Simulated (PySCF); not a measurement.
## Computed vibrations of [Er(OH)2]+

[Er(OH)2]+ (singlet in the valence; each metal's 4f electrons, 11 of them, lie in its core potential, out of spins and levels). PySCF 2.14.0, RKS PBE0, Er lcecp-1-SVP with ECP57, O def2-SVP, H def2-SVP; non-relativistic Hamiltonian with scalar-relativistic core potentials where named; density fitting; no spin-orbit coupling. Central differences of gradients.

```xyz
5

Er    0.0000    0.0000   -0.1853
O     1.6241   -0.0346    0.8630
H     2.2867   -0.0488    1.5605
O    -1.6241    0.0346    0.8630
H    -2.2867    0.0488    1.5605
```

Run from Python with OMP_NUM_THREADS=2. Where DIIS fails, smearing, a level shift and second-order steps follow.
It took 20 s on 2 threads of Arm Neoverse V2, with other jobs on the host.

Problem. What are the harmonic wavenumbers and infrared intensities?

Solution. Modes are labelled in C2v; negative numbers are unstable modes, those under 60 cm⁻¹ near the noise; a finer grid moves soft modes by up to 10 cm⁻¹.
| cm⁻¹ | km/mol | symmetry |
| --- | --- | --- |
| 141 | 1.0 | a1 |
| 467 | 206.9 | b2 |
| 540 | 193.5 | a1 |
| 565 | 0.0 | a2 |
| 578 | 416.9 | b1 |
| 704 | 168.1 | b2 |
| 730 | 60.5 | a1 |
| 3942 | 453.1 | b2 |
| 3948 | 298.6 | a1 |

Problem. Is this a minimum?

Solution. Yes. Ideal gas at 298.15 K and 1 bar: S = 306.8 J/(mol K), Cp = 67.5 J/(mol K), H − H(0 K) = 14.3 kJ/mol (rigid rotor, harmonic modes, spin degeneracy alone, that of the 4f electrons in the core included).

An lcecp potential fixes the number of 4f electrons, so in runs with it no electron can move into or out of that shell.
